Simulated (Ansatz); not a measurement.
C₂H₉NSi₂, SMILES `C/C([SiH3])=N\[SiH3]` at its PBE0-D4/def2-TZVP geometry, where that method's forces vanish. Total charge 0; spin multiplicity 1.

```xyz
14

C    -0.8536   -0.5447    1.1715
C    -0.3081    0.2447    0.0182
Si   -1.2700    1.7550   -0.6495
N     0.7699    0.0164   -0.6050
Si    2.0156   -1.1801   -0.4634
H    -0.9823    0.1079    2.0410
H    -0.2075   -1.3814    1.4420
H    -1.8505   -0.9239    0.9244
H    -2.4984    2.0255    0.1499
H    -1.6600    1.4776   -2.0546
H    -0.3807    2.9414   -0.5961
H     2.0837   -1.8818   -1.7694
H     3.2839   -0.4489   -0.2199
H     1.8581   -2.2076    0.6110
```

Question: What forces (eV/Å) does PBE-D4/def2-TZVPP give on these atoms in Ansatz? (Best estimate.)

Answer: Computed: 
```
C1  -0.009  0.017 -0.009
C2  -0.472  0.115  0.259
Si3 -0.049  0.013  0.033
N4   0.499  0.062 -0.447
Si5  0.078 -0.105  0.043
H6  -0.047  0.119  0.181
H7   0.134 -0.173  0.056
H8  -0.208 -0.073 -0.025
H9  -0.136  0.047  0.070
H10 -0.037 -0.023 -0.150
H11  0.093  0.126 -0.002
H12  0.009 -0.069 -0.141
H13  0.135  0.081  0.018
H14  0.010 -0.137  0.115
```
